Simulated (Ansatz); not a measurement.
`C[Se][GeH2][Cl]` + PH₃ → `C[Se]P` + `[Cl][GeH3]` at 400 K and 1 bar (ligand exchange at the Se–Ge bond).

Isolated molecules relaxed with PBE0-D4/def2-TZVP in Ansatz; ΔE leaves out vibrations. CCSD(T)/CBS adds triple-zeta CCSD(T) − MP2 to the extrapolated MP2 energy (def2 sets, frozen cores). This one scheme is used for every species. For Ge, Se outer-core shells are correlated without core-valence functions, which leaves a few kJ/mol of doubt a bond. Scalar relativity is left out up to krypton. One conformer a species, not always the lowest.

```json
{"species": "`C[Se][GeH2][Cl]`", "CCSD(T)/CBS energy (Eh)": "-4977.71849", "H − E (kJ/mol)": "178.4", "S (J/(mol·K))": "404.5"}
{"species": "PH₃", "CCSD(T)/CBS energy (Eh)": "-342.72256", "H − E (kJ/mol)": "77.1", "S (J/(mol·K))": "221.7"}
{"species": "`C[Se]P`", "CCSD(T)/CBS energy (Eh)": "-2782.70431", "H − E (kJ/mol)": "172.0", "S (J/(mol·K))": "349.5"}
{"species": "`[Cl][GeH3]`", "CCSD(T)/CBS energy (Eh)": "-2537.71925", "H − E (kJ/mol)": "82.5", "S (J/(mol·K))": "281.4"}
```

H − E and S are ideal-gas, rigid-rotor, harmonic terms from PBE0-D4/def2-TZVP, for one conformer and one mirror image of each species. 1 Eh = 2625.50 kJ/mol, R = 8.31446 J/(mol·K).

Question: By hand: ΔE, ΔH, ΔS and ΔG.

Answer: ΔE = (-2782.70431) + (-2537.71925) − (-4977.71849) − (-342.72256) = 0.01749 Eh = 45.9 kJ/mol. Δ(H − E) = 172.0 + 82.5 − 178.4 − 77.1 = -1.0, so ΔH = 44.9 kJ/mol. ΔS = 349.5 + 281.4 − 404.5 − 221.7 = 4.7 J/(mol·K). ΔG = 44.9 − 400 × (4.7)/1000 = 43.0 kJ/mol.

Question: By hand: the equilibrium constant, and the temperature at which ΔG would vanish if ΔH and ΔS stayed fixed.

Answer: log₁₀ K = −ΔG/(RT ln 10) = -5.6. ΔG = 0 at ΔH/ΔS = 9553 K, far beyond where these terms or the molecules hold.

The number of gas molecules stays the same, so ΔS is small and ΔH decides. A doubt of 5 kJ/mol in ΔE shifts log₁₀ K by 0.7 here. Other conformers and mirror images would add mixing entropy, several J/(mol·K) or more a flexible species. Modes under 60 cm⁻¹, often nearly free rotors, make the harmonic entropy too high. These are equilibria of isolated gas molecules and say nothing of rates. Largest T1 diagnostic: 0.013 (customary marks: 0.02 for closed shells, 0.045 for open ones).
